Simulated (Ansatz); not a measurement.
In₄N₄H₁₆, a cluster cut from zinc blende InN (hydrogen-capped), relaxed as a singlet with RKS r2SCAN-D4/def2-SVP in Ansatz, starting from the GFN2-xTB geometry. Force threshold 0.03 eV/Å.

In the def2 sets In takes a core potential; there is no spin–orbit coupling.

Start:

```xyz
24

N     1.8334    0.4356   -1.1127
N    -1.4734   -1.4994   -0.6191
N    -1.1208    1.8792   -0.1553
N     0.7577   -0.8133    1.8856
In    0.7243    2.3364   -1.2727
In   -2.6129    0.3813   -0.7829
In    2.6174   -0.3867    0.7796
In   -0.7192   -2.3343    1.2784
H     2.6657    0.5737   -1.6903
H     1.3062   -0.2946   -1.5951
H    -2.1152   -2.2120   -0.9732
H    -0.7104   -1.4829   -1.2987
H    -1.6340    2.7635   -0.1486
H    -0.8801    1.7172    0.8245
H     0.2679    0.0664    2.0591
H     1.0704   -1.1186    2.8101
H     0.3410    2.4586   -2.9127
H     1.5028    3.4954   -0.3234
H    -2.8845    0.5553   -2.4400
H    -3.7690    0.4117    0.4479
H     3.3260   -1.8530    0.3328
H     3.3372    0.8676    1.6527
H     0.1048   -3.7328    0.8107
H    -1.9351   -2.2143    2.4432
```

(1) Estimate the energy that the relaxation releases and the steps that it takes.

(2) Does the start keep its bonding and symmetry?

(3) Predict the relaxed structure.

Results:

(1) 4.3 kcal/mol, in 5 steps; 14 s on 2 threads of AMD EPYC 7R13 on a shared host and a share (18 GiB) of an NVIDIA H100 80GB HBM3. The force fell under the threshold at step 4, but the optimiser went on. No frequencies were taken in this run, so the end may be a saddle point.

(2) By distances, no bond broke or formed. The bond that changes most is In8–H24, from 1.69 to 1.73 Å (atoms count from 1). Point group D2d at the start, D2d at the end, both within 0.05 Å.

(3) 
```tsv
atom	x (Å)	y (Å)	z (Å)
N1	1.7833	0.3726	-1.1498
N2	-1.4049	-1.4962	-0.6737
N3	-1.0992	1.8604	-0.0717
N4	0.7146	-0.7343	1.8925
In5	0.7279	2.3391	-1.2671
In6	-2.6146	0.3799	-0.7846
In7	2.6205	-0.3892	0.7773
In8	-0.7189	-2.3359	1.2811
H9	2.6015	0.4844	-1.7591
H10	1.2420	-0.3567	-1.6228
H11	-2.0243	-2.2193	-1.0569
H12	-0.6348	-1.4724	-1.3483
H13	-1.6138	2.7475	-0.0315
H14	-0.8583	1.6901	0.9089
H15	0.2232	0.1503	2.0494
H16	1.0135	-1.0031	2.8367
H17	0.1554	2.5003	-2.8891
H18	1.6861	3.4052	-0.3030
H19	-2.8181	0.7401	-2.4618
H20	-3.7811	0.2171	0.4792
H21	3.2357	-1.9723	0.4620
H22	3.3772	0.9866	1.4976
H23	0.2794	-3.6972	0.9147
H24	-2.0921	-2.1973	2.3200
```
Bond lengths (bridged metal pairs left out): 8 × In–N 2.23 to 2.24 Å; 8 × H–In 1.73 Å; 8 × H–N 1.02 to 1.03 Å.
